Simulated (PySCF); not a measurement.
Fractional electron number in Ti²⁺ (titanium, charge +2)

The 3d alpha orbital of [Ar] 3d2 is emptied in steps (occupation f), with all orbitals relaxed, ending at [Ar] 3d1. Calculation: PySCF 2.14, in aug-cc-pVTZ (8s7p5d3f2g, 93 functions); the non-relativistic Hamiltonian (point nucleus). The exact energy is a straight line in f; departures are measured from the line between the end points of the same method.

Problem. Among PBE0, r2SCAN, LC-wPBE, which shows the largest delocalisation error (convex curve), and which is closest to linear?

Solution. Most convex: r2SCAN (-1.735 eV at f = 0.5); closest to linear: LC-wPBE (-0.600 eV).

```tsv
f	PBE0 (eV)	r2SCAN (eV)	LC-wPBE (eV)
1	0.000	0.000	0.000
0.9	-0.461	-0.616	-0.209
0.7	-1.082	-1.448	-0.496
0.5	-1.295	-1.735	-0.600
0.3	-1.093	-1.466	-0.511
0.1	-0.470	-0.631	-0.222
0	0.000	0.000	0.000
```

```csv
method,E(f=0) − E(f=1) (eV),−ε at f=1 (eV),−ε at f=0.5 (eV)
PBE0,27.985,22.882,27.952
r2SCAN,28.113,21.300,28.058
LC-wPBE,28.064,25.760,28.018
```

Reference removal energy between the ground levels: 27.492 eV (measured; NIST Atomic Spectra Database, ionization energies). The calculation has no spin-orbit coupling.
